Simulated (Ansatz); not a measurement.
Molecule: sum formula TaOF$_{2}$, charge 1, multiplicity 1. 
Geometry from a B3LYP-D3(BJ)/def2-TZVP (Ansatz, a first-principles code) optimisation:
```
Ta
O 1 1.6857
F 1 1.8278 2 104.88
F 1 1.8278 2 104.88 3 -114.23
```
Charge +1, spin multiplicity 1.

Basis-set convergence of Hartree-Fock and CCSD(T) correlation energies (hartree) with Ansatz. Cores are frozen in the correlated levels unless marked. No spin-orbit coupling. The frozen core is the preceding noble-gas configuration, with the filled d and f shells of earlier blocks. Past Kr the def2 sets carry scalar-relativistic core potentials.

The T1 diagnostic of CCSD in the largest basis is 0.025, which is high, so the coupled-cluster rows are less sure than usual.

```csv
basis,functions,E(HF),"E(corr, CCSD(T))",rough core time
def2-SVPD,104,-329.74569,-0.75791,under 20 s
def2-TZVPPD,179,___,___,50 s
```

Task: Fill in the missing entries.

Result: 
- def2-TZVPPD, E(HF): -330.10915
- def2-TZVPPD, E(corr, CCSD(T)): -0.93065
